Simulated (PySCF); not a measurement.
**Two-component Hartree-Fock for Kr³⁺ (krypton, charge +3)**

Start: [Ar] 3d10 4s1 4p4; 4s1/2 filled at m_j = +1/2; 4p1/2 filled at m_j = +1/2; 4p3/2 filled at m_j = -1/2, +1/2, +3/2. Calculated with PySCF 2.14 in x2c-SVPall-2c with one added diffuse shell each of s, p, d type (6s7p4d, 47 functions): generalised Hartree-Fock with the X2C-1e Hamiltonian and a Gaussian nucleus; one run each with spin-orbit coupling (SO) switched off, then screened by Boettger's factors. This is a chosen level, not necessarily the ground level.

```json
{"spinor shell": "1s1/2", "electrons": "2", "ε, spin-free (eV)": "-14442.3", "ε, screened SO (eV)": "-14442.0", "weight of nominal j (screened SO)": "1.000", "rms radius, screened SO (bohr)": "0.0478"}
{"spinor shell": "2s1/2", "electrons": "2", "ε, spin-free (eV)": "-2001.6", "ε, screened SO (eV)": "-2001.5", "weight of nominal j (screened SO)": "1.000", "rms radius, screened SO (bohr)": "0.199"}
{"spinor shell": "2p1/2", "electrons": "2", "ε, spin-free (eV)": "-1770.0", "ε, screened SO (eV)": "-1807.0", "weight of nominal j (screened SO)": "1.000", "rms radius, screened SO (bohr)": "0.175"}
{"spinor shell": "2p3/2", "electrons": "4", "ε, spin-free (eV)": "-1770.0", "ε, screened SO (eV)": "-1752.1", "weight of nominal j (screened SO)": "1.000", "rms radius, screened SO (bohr)": "0.178"}
{"spinor shell": "3s1/2", "electrons": "2", "ε, spin-free (eV)": "-346.67", "ε, screened SO (eV)": "-346.58", "weight of nominal j (screened SO)": "1.000", "rms radius, screened SO (bohr)": "0.565"}
{"spinor shell": "3p1/2", "electrons": "2", "ε, spin-free (eV)": "-270.49", "ε, screened SO (eV)": "-276.40", "weight of nominal j (screened SO)": "0.995", "rms radius, screened SO (bohr)": "0.574"}
{"spinor shell": "3p3/2", "electrons": "4", "ε, spin-free (eV)": "-270.49", "ε, screened SO (eV)": "-267.54", "weight of nominal j (screened SO)": "0.997", "rms radius, screened SO (bohr)": "0.584"}
{"spinor shell": "3d3/2", "electrons": "4", "ε, spin-free (eV)": "-143.72", "ε, screened SO (eV)": "-144.60", "weight of nominal j (screened SO)": "0.932", "rms radius, screened SO (bohr)": "0.609"}
{"spinor shell": "3d5/2", "electrons": "6", "ε, spin-free (eV)": "-143.72", "ε, screened SO (eV)": "-143.02", "weight of nominal j (screened SO)": "0.955", "rms radius, screened SO (bohr)": "0.609"}
{"spinor shell": "4s1/2", "electrons": "1", "ε, spin-free (eV)": "-72.496", "ε, screened SO (eV)": "-72.427", "weight of nominal j (screened SO)": "1.000", "rms radius, screened SO (bohr)": "1.57"}
{"spinor shell": "4p3/2", "electrons": "3", "ε, spin-free (eV)": "-50.203", "ε, screened SO (eV)": "-51.920", "weight of nominal j (screened SO)": "0.628", "rms radius, screened SO (bohr)": "1.77"}
{"spinor shell": "4p1/2", "electrons": "1", "ε, spin-free (eV)": "-50.203", "ε, screened SO (eV)": "-45.253", "weight of nominal j (screened SO)": "0.616", "rms radius, screened SO (bohr)": "1.85"}
```

| quantity | spin-free | screened SO |
| --- | --- | --- |
| E (hartree) | -2784.47869 | -2784.63312 |
| M_J | 5/2 | 5/2 |
| ⟨J²⟩ | 8.756 | 8.756 |
| ⟨L²⟩ | 2.001 | 2.026 |
| ⟨S²⟩ | 3.754 | 3.740 |

Each row is a mean over spinors that exchange with the open shell spreads, by up to 1.786 eV (3s1/2).

Rows whose weight is well below 1 are mixtures of j = l ± 1/2: exchange outweighs spin-orbit coupling there, and the label is only the starting occupation.

Without spin-orbit coupling the j labels of p, d and f shells carry no meaning; the spin-free column gives the mean over the occupied spinors of each nl shell.
